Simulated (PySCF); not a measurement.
**Bond length, frequency and bond energy of GaH by level of theory**

State: ¹Σ⁺ (singlet), closed shell. Set-up: basis Ga def2-TZVPPD, H def2-TZVPPD; no relativity; PySCF 2.14. De refers to Ga + H in their high-spin ground configurations, without counterpoise correction. A positive dipole means Ga(−)H(+).

```csv
Level,Re (Å),ωe (cm⁻¹),De (eV),μ (D)
RHF,1.673,1667,2.08,-0.12
RHF-MP2,1.650,1676,2.85,n/a
RHF-SCS-MP2,1.657,1659,2.96,n/a
RHF-CCSD,1.664,1629,2.99,n/a
RHF-CCSD(T),1.664,1621,3.00,n/a
LDA,1.683,1554,3.29,-0.44
PBE,1.698,1524,2.90,-0.53
PW91,1.694,1532,2.92,-0.54
BLYP,1.704,1501,2.97,-0.68
r²SCAN,1.673,1598,2.92,-0.34
r²SCANh,1.670,1612,2.90,-0.32
PBE0,1.681,1591,2.86,-0.38
HSE06,1.681,1587,2.87,-0.42
BHandHLYP,1.670,1633,2.93,-0.38
```

Q: Which functional lies closest to RHF-CCSD(T) in De, which farthest, and by how much do they differ from it?

A: Closest is BLYP (+4.0 pm in Re, -7.4 % in ωe, -0.03 eV in De against RHF-CCSD(T) in the same basis), farthest LDA (+1.9 pm in Re, -4.1 % in ωe, +0.29 eV in De). CCSD(T) converges more slowly with the basis than the functionals do and binds too weakly in this one, so the order can change at the basis-set limit.

Q: What does the step from GGA to meta-GGA do here, going from PBE to r²SCAN?

A: r²SCAN less PBE: -2.5 pm in Re, +4.9 % in ωe, +0.02 eV in De. 

Q: What does second-order correlation do here, going from RHF to RHF-MP2?

A: RHF-MP2 less RHF: -2.3 pm in Re, +0.5 % in ωe, +0.77 eV in De. Correlation nearly always deepens the well. The bond shortens, as in weak, metallic or heavy-atom bonds, where dispersion and the correlation of outer-core electrons pull the atoms together.

Correlated steps freeze 9 core orbitals. Where the molecule has an RHF reference, its open-shell atoms are computed with UHF.

The whole job (state search and all levels along the bond) took about 3.2 min on 1 thread of Intel Xeon Platinum 8259CL @ 2.50GHz (shared host), peak memory 1.2 GiB.
